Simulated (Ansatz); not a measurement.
`N[SiH2]C=O` + `N[SiH](F)[O][SnH3]` → `N[SiH2]O[SiH](N)F` + `O=[CH][SnH3]`  (redistribution)

Gas-phase electronic energies from Ansatz, PBE0-D4/def2-TZVP geometries. CCSD(T)/CBS adds triple-zeta CCSD(T) − MP2 to the extrapolated MP2 energy (def2 sets, frozen cores). Functionals use def2-TZVPP. Elements past krypton have def2 core potentials. For Sn outer-core shells are correlated without core-valence functions, which leaves a few kJ/mol of doubt a bond. Each species was taken in one conformer, which may not be the lowest.

`N[SiH2]C=O`:

Z-matrix (Å, degrees):
```
Si
C 1 1.923
N 1 1.699 2 103.2
H 1 1.490 2 108.8 3 -121.7
H 1 1.493 2 107.7 3 123.3
O 2 1.208 1 120.6 3 -4.9
H 2 1.116 1 120.3 3 175.5
H 3 1.003 1 125.7 2 168.2
H 3 1.008 1 117.5 2 9.8
```

`N[SiH](F)[O][SnH3]`:

Cartesian coordinates in Å:
```
N -0.992 0.407 -1.332
Si -0.302 1.326 -0.065
F 0.946 2.048 -0.757
O 0.146 0.354 1.137
Sn 0.898 -1.469 0.998
H -1.845 -0.109 -1.186
H -0.928 0.740 -2.281
H -1.138 2.400 0.510
H -0.415 -2.507 0.678
H 2.064 -1.467 -0.242
H 1.566 -1.724 2.541
```

`N[SiH2]O[SiH](N)F`:

Z-matrix (Å, degrees):
```
Si
O 1 1.636
N 1 1.718 2 112.0
H 1 1.482 2 105.9 3 121.3
H 1 1.483 2 109.1 3 -118.1
Si 2 1.622 1 142.5 3 21.5
H 3 1.007 1 121.2 2 92.5
H 3 1.007 1 119.7 2 -120.8
N 6 1.693 2 108.5 1 6.4
F 6 1.599 2 106.7 1 -116.3
H 6 1.474 2 111.6 1 129.7
H 9 1.009 6 118.5 2 -30.6
H 9 1.006 6 122.7 2 177.9
```

`O=[CH][SnH3]`:

Cartesian coordinates in Å:
```
O 1.439 0.371 1.644
C 0.311 0.364 1.244
Sn -0.203 -0.240 -0.820
H -0.521 0.670 1.922
H -0.996 1.056 -1.599
H 1.236 -0.647 -1.631
H -1.266 -1.575 -0.761
```

| level | ΔE (kcal/mol) |
| --- | --- |
| PBE-D4 | -17.3 |
| ωB97X-V | -16.7 |
| B2PLYP | -18.1 |
| PBE0 | -17.7 |
| CCSD/def2-TZVPP | -18.1 |
| HF/def2-QZVPP | -18.1 |
| SCS-MP2/def2-QZVPP | -17.0 |
| MP2/CBS(def2) | -17.1 |

What does CCSD(T)/CBS give? (Best estimate.)

Computed: -16.9 kcal/mol. The listed levels differ from it by -0.4, 0.2, -1.2, -0.8, -1.2, -1.2, -0.1, -0.2 kcal/mol.

Largest T1 diagnostic among the species: 0.016.
